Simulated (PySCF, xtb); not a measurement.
Ge(F)(Cl)(NH2)2 (ClFGeH₄N₂), SMILES [NH2][Ge]([NH2])([F])[Cl].

GFN2-xTB run with xtb at its own geometry gives an orbital gap of 5.95 eV and a dipole moment of 3.44 D.

Geometry: TPSSh-D3(BJ)/def2-SVP. One conformer was computed; it need not be the lowest.

**Question.** What does PBE0/def2-TZVP in PySCF give? (Estimate from the structure and the level; the computed values follow.)

**Answer.** gap 7.85 eV (levels -8.18 and -0.33 eV), dipole 3.32 D.
